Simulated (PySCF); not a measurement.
# [AlGe25H32]-: Orbital levels and atomic charges

System: [AlGe25H32]- (nanocrystal Ge doped).

Cartesian coordinates (Å):
```
  1 Ge   -4.7244    0.0001    0.0006
  2 Ge   -1.7855   -2.8320   -0.0254
  3 Ge   -1.8492    0.0202   -2.6748
  4 Ge   -1.8490   -0.0203    2.6756
  5 Ge   -3.2811   -1.4262    1.2930
  6 Ge   -1.7865    2.8310    0.0263
  7 Ge   -3.2820    1.4258   -1.2923
  8 Al    1.3069    0.0000   -0.0004
  9 Ge    0.5964   -2.7537   -3.1831
 10 Ge    3.4471   -0.0046   -3.5360
 11 Ge    1.9229   -1.4499   -4.7261
 12 Ge   -0.2832   -1.3978   -1.3531
 13 Ge    0.4668    0.0202   -5.9469
 14 Ge    0.4672   -0.0204    5.9463
 15 Ge    0.8876   -2.7438    2.9904
 16 Ge    3.4478    0.0044    3.5352
 17 Ge    2.4745   -1.3256    1.7357
 18 Ge   -0.5141   -4.1160    1.5765
 19 Ge   -0.6539   -1.3875    4.3061
 20 Ge    0.8881    2.7422   -2.9914
 21 Ge    2.4748    1.3252   -1.7359
 22 Ge   -0.6548    1.3872   -4.3070
 23 Ge   -0.5139    4.1165   -1.5770
 24 Ge    0.5979    2.7535    3.1830
 25 Ge    1.9246    1.4488    4.7262
 26 Ge   -0.2840    1.3961    1.3533
 27 H    -5.7021   -0.7772   -0.8805
 28 H    -5.7017    0.7775    0.8816
 29 H    -2.6431   -3.8109   -0.8545
 30 H    -2.7896   -0.9042   -3.4824
 31 H    -2.7884    0.9037    3.4835
 32 H    -4.1309   -2.3117    2.2303
 33 H    -2.6431    3.8119    0.8550
 34 H    -4.1308    2.3117   -2.2297
 35 H     1.4354   -3.9367   -2.6971
 36 H    -0.4763   -3.4975   -3.9765
 37 H     4.6125   -0.8580   -3.0275
 38 H     4.1960    0.8311   -4.5756
 39 H     2.6935   -2.3566   -5.7073
 40 H    -0.5095   -0.6847   -6.8869
 41 H     1.2324    0.8874   -6.9469
 42 H     1.2321   -0.8857    6.9485
 43 H    -0.5089    0.6852    6.8858
 44 H     1.6025   -3.7046    3.9685
 45 H     4.1973   -0.8305    4.5744
 46 H     4.6132    0.8576    3.0278
 47 H     3.6183   -2.3351    1.4744
 48 H    -1.4596   -4.9445    2.4451
 49 H     0.2697   -5.2406    0.9022
 50 H    -1.6716   -2.3156    5.0011
 51 H     1.6009    3.7046   -3.9694
 52 H     3.6174    2.3358   -1.4754
 53 H    -1.6732    2.3155   -5.0008
 54 H    -1.4615    4.9450   -2.4455
 55 H     0.2710    5.2416   -0.9017
 56 H     1.4371    3.9371    2.6968
 57 H    -0.4747    3.4986    3.9766
 58 H     2.6946    2.3564    5.7072
```

Method: PBE/def2-SVP, gas phase, PySCF, fitting set def2-universal-JFIT, grid level 1.

Spin-orbit coupling is left out, which matters for the heavier atoms here.

Q: Give the orbital energies near the gap.

A: 
```json
{"orbital": "HOMO-4", "eV": "-3.53"}
{"orbital": "HOMO-3", "eV": "-3.51"}
{"orbital": "HOMO-2", "eV": "-3.28"}
{"orbital": "HOMO-1", "eV": "-3.25"}
{"orbital": "HOMO", "eV": "-3.24"}
{"orbital": "LUMO", "eV": "0.49"}
{"orbital": "LUMO+1", "eV": "0.65"}
{"orbital": "LUMO+2", "eV": "0.68"}
{"orbital": "LUMO+3", "eV": "0.72"}
```

Q: Give the partial charges of the non-hydrogen atoms.

A: 
```
atom  Mulliken    IAO  Hirshfeld
 Ge1      0.12   0.11       0.10
 Ge2      0.05   0.04       0.06
 Ge3     -0.03   0.02       0.04
 Ge4     -0.03   0.02       0.04
 Ge5      0.04   0.03       0.05
 Ge6      0.05   0.04       0.06
 Ge7      0.04   0.03       0.05
 Al8      0.23   0.08       0.08
 Ge9      0.09   0.10       0.09
Ge10      0.05   0.09       0.09
Ge11      0.04   0.02       0.06
Ge12     -0.20  -0.12      -0.04
Ge13      0.10   0.10       0.10
Ge14      0.10   0.10       0.10
Ge15      0.01   0.03       0.05
Ge16      0.05   0.09       0.09
Ge17     -0.03  -0.07       0.01
Ge18      0.09   0.09       0.09
Ge19      0.02   0.02       0.05
Ge20      0.01   0.03       0.05
Ge21     -0.03  -0.07       0.01
Ge22      0.02   0.02       0.05
Ge23      0.09   0.09       0.09
Ge24      0.09   0.10       0.09
Ge25      0.04   0.02       0.06
Ge26     -0.21  -0.12      -0.04
```
